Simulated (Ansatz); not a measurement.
BH$_{5}$OS$_{2}$Si (`[SiH3]OB(S)S`), relaxed with RKS PBE0-D4/def2-TZVP in Ansatz from a GFN2-xTB geometry. The force threshold is 0.005 eV/Å; the program also tests the step.

The species carries charge 0 and has multiplicity 1.

Start:

```xyz
10

Si   -1.376    0.473   -1.204
O    -0.362   -0.108   -0.072
B     0.769   -0.183    0.588
S     2.183    0.884    0.171
S     0.937   -1.381    1.953
H    -1.936   -0.753   -1.766
H    -2.324    1.269   -0.429
H    -0.635    1.264   -2.182
H     3.028    0.422    1.082
H    -0.285   -1.886    1.861
```

| step | energy (eV) | largest force (eV/Å) | largest move (Å) |
| --- | --- | --- | --- |
| 1 | -32345.1171 | 1.006 | 0.000 |
| 2 | -32345.2172 | 0.543 | 0.108 |
| 3 | -32345.2291 | 0.160 | 0.039 |
| 4 | -32345.2349 | 0.174 | 0.036 |
| 5 | -32345.2518 | 0.426 | 0.195 |
| 6 | -32345.2650 | 0.081 | 0.043 |
| 7 | -32345.2666 | 0.035 | 0.058 |
| 8 | -32345.2668 | 0.019 | 0.018 |
| 9 | -32345.2668 | 0.009 | 0.006 |
| 10 | -32345.2668 | 0.001 | 0.002 |

End:

```xyz
10

Si   -1.321    0.469   -1.168
O    -0.521   -0.320    0.044
B     0.694   -0.279    0.632
S     1.971    0.873    0.028
S     1.077   -1.371    2.029
H    -1.994   -0.559   -1.995
H    -2.325    1.370   -0.556
H    -0.367    1.251   -1.994
H     2.913    0.530    0.918
H    -0.127   -1.964    2.062
```

Hardware: 2 threads of an AMD EPYC 7R13 on a shared host and a share of an NVIDIA H100 80 GB. Wall time 23 s, peak host memory 0.9 GiB.
